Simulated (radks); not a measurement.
The numbers below are computed, except where a source is named.
Question: Pb XXXIII, configuration [Kr] 4d10 4f4. Code: a radial shooting solver on a logarithmic mesh with Libxc functionals. Model: scalar-relativistic Kohn-Sham, exchange-only LDA, spin-polarised, spherical densities, point nucleus; open shells are filled with parallel spins first (spin-orbit coupling, left out, can overturn this in heavy ions). Some entries of the table are withheld. Estimate them.

| orbital | occ. | eigenvalue (hartree) | <r> (bohr) |
|---|---|---|---|
| 1s down | 1 | -3279.165 | 0.01605 |
| 1s up | 1 | -3279.165 | 0.01605 |
| 2s up | 1 | -621.6859 | 0.06763 |
| 2s down | 1 | -621.6743 | 0.06763 |
| 2p up | 3 | -539.4407 | 0.06146 |
| 2p down | 3 | -539.4314 | 0.06146 |
| 3s up | 1 | -181.6223 | 0.1742 |
| 3s down | 1 | -181.4172 | 0.1741 |
| 3p up | 3 | -158.0144 | 0.1759 |
| 3p down | 3 | -157.8058 | 0.1757 |
| 3d up | 5 | -134.0342 | 0.1593 |
| 3d down | 5 | -133.8711 | 0.1591 |
| 4s up | 1 | -70.81067 | 0.3677 |
| 4s down | 1 | -70.51623 | 0.3680 |
| 4p up | 3 | -62.59691 | 0.3857 |
| 4p down | 3 | -62.31736 | 0.3862 |
| 4d up | 5 | -53.37231 | (1) |
| 4d down | 5 | -53.09600 | (2) |
| 4f up | 4 | -43.73549 | 0.3734 |
| 4f down | 0 | -43.42412 | 0.3743 |
| 5s up | 0 | (3) | 0.6732 |
| 5s down | 0 | (4) | 0.6747 |
| 5p up | 0 | -33.29555 | 0.7110 |
| 5p down | 0 | -33.15997 | 0.7127 |

Answer: 
(1) 4d up <r> (bohr): 0.3916
(2) 4d down <r> (bohr): 0.3923
(3) 5s up eigenvalue (hartree): -36.64547
(4) 5s down eigenvalue (hartree): -36.49759
